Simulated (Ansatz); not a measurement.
Cost and result for the atomization energy of B₂GaH₅Si, SMILES `[GaH2][B]1B[SiH2]1` (9 atoms, 9 bonds).

```xyz
9

Ga   -1.131   -1.683   -0.146
B     0.067   -0.150   -0.765
B     0.577    1.124   -1.364
Si    0.669    0.845    0.757
H    -1.125   -3.044   -0.931
H    -2.029   -1.541    1.136
H     1.092    2.115   -1.747
H     1.683    1.916    0.960
H     0.197    0.418    2.100
```

Charge 0, multiplicity 1. Correlated methods include outer-core shells of Ga, which these sets cover unevenly. Scalar relativity is left out up to krypton. Geometry: relaxed with PBE0-D4/def2-TZVP. Program: Ansatz. All runs use 2 threads of an Arm Neoverse V1 on a shared host. Times are those of one run each, without the atoms' runs, and a repeat can differ threefold. Electronic energies, without spin–orbit coupling; frozen cores. CCSD(T)/CBS adds CCSD(T) − MP2 in def2-TZVPP to the MP2 limit, and its time is that of the two runs behind it. T1 = 0.015. With those shells the extrapolation isn't a true limit. B3LYP takes the VWN-RPA correlation (the form of Gaussian; ORCA's B3LYP/G). HSE06 is the plane-wave form, built on full-range PBE exchange.

CCSD(T)/CBS is a level of theory with its own doubt, some kJ/mol a heavy atom from the limit and from the frozen cores, so smaller differences don't rank the functionals.

```csv
level,functions,wall time
revPBE-D4/def2-TZVPP,222,3.6 s
BLYP-D4/def2-TZVPP,222,3.9 s
HSE06-D4/def2-TZVPP,222,6.5 s
CCSD(T)/def2-SVP,103,8.5 s
B3LYP-D4/def2-TZVPP (with forces),222,9 s
r2SCANh-D4/def2-TZVPP,222,9.5 s
B2PLYP/def2-TZVPP,222,11 s
PBE-QIDH/def2-TZVPP,222,11 s
ωB97X-V/def2-TZVPP,222,16 s
ωB97M-V/def2-TZVPP (with forces),222,24 s
MP2/def2-QZVPP,423,49 s
CCSD(T)/def2-TZVPP,222,2.6 min
CCSD(T)/CBS(def2),–,3.4 min
```

(1) What atomization energy does each give, and how far from CCSD(T)/CBS? (Estimate.)

## Answers

(1) Ansatz gave: 
```tsv
level	atomization (kJ/mol)	difference from CCSD(T)/CBS	per bond
revPBE-D4/def2-TZVPP	2543.5	-12.5	-1.4
BLYP-D4/def2-TZVPP	2531.5	-24.5	-2.7
HSE06-D4/def2-TZVPP	2578.7	22.7	2.5
CCSD(T)/def2-SVP	2418.1	-137.9	-15.3
B3LYP-D4/def2-TZVPP (with forces)	2554.5	-1.5	-0.2
r2SCANh-D4/def2-TZVPP	2600.5	44.5	4.9
B2PLYP/def2-TZVPP	2530.2	-25.8	-2.9
PBE-QIDH/def2-TZVPP	2571.1	15.1	1.7
ωB97X-V/def2-TZVPP	2571.9	15.9	1.8
ωB97M-V/def2-TZVPP (with forces)	2565.2	9.2	1.0
MP2/def2-QZVPP	2565.6	9.6	1.1
CCSD(T)/def2-TZVPP	2506.7	-49.3	-5.5
CCSD(T)/CBS(def2)	2556.0	0.0	0.0
```

From PBE to PBE0 (25 % exact exchange), in def2-TZVPP and without D4, the atomization energy moves by −20.1 kJ/mol: exact exchange takes away binding that semilocal exchange gives to molecules. The D4 term adds +33.8 kJ/mol with B3LYP and +17.5 kJ/mol with PBE0; it sums over pairs of atoms, weighted by their polarisabilities, and B3LYP, whose exchange is more repulsive, gets the larger term. In def2-TZVPP, CCSD(T) changes the Hartree–Fock value by +605.4 kJ/mol (the triples alone add +48.1 kJ/mol) and MP2 by +635.4 kJ/mol; breaking electron pairs costs correlation energy, which Hartree–Fock lacks.
